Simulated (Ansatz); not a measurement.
Compare A (`C[CH](N)[SbH2]`) with its isomer B (`[CH3][SbH][CH2]N`).

Gas-phase electronic energies from Ansatz, PBE0-D4/def2-TZVP geometries. CBS: MP2 limit from def2 TZ/QZ plus the TZ coupled-cluster correction, frozen cores. Functionals use def2-TZVPP. B3LYP here is the variant with VWN-RPA as its local correlation; programs differ in this. Elements past krypton have def2 core potentials. For Sb outer-core shells are correlated without core-valence functions, which leaves a few kJ/mol of doubt a bond. One conformer a species, not always the lowest.

Question: Which isomer does CCSD(T)/CBS put lower? Give the gap. (An estimate is asked.)

Answer: Ansatz gave: B, by 18.0 kJ/mol.

Question: Give E(B) − E(A) in kJ/mol with HF/def2-TZVPP, CCSD(T)/def2-TZVPP, r2SCAN-D4, PBE-D4, MP2/def2-TZVPP, PBE0-D4, B3LYP. (Estimate.)

Answer: Ansatz gave: HF/def2-TZVPP -12.4, CCSD(T)/def2-TZVPP -14.3, r2SCAN-D4 -15.5, PBE-D4 -15.7, MP2/def2-TZVPP -17.2, PBE0-D4 -14.1, B3LYP -17.4. None reverses the order clearly.

Largest T1 diagnostic: 0.012.
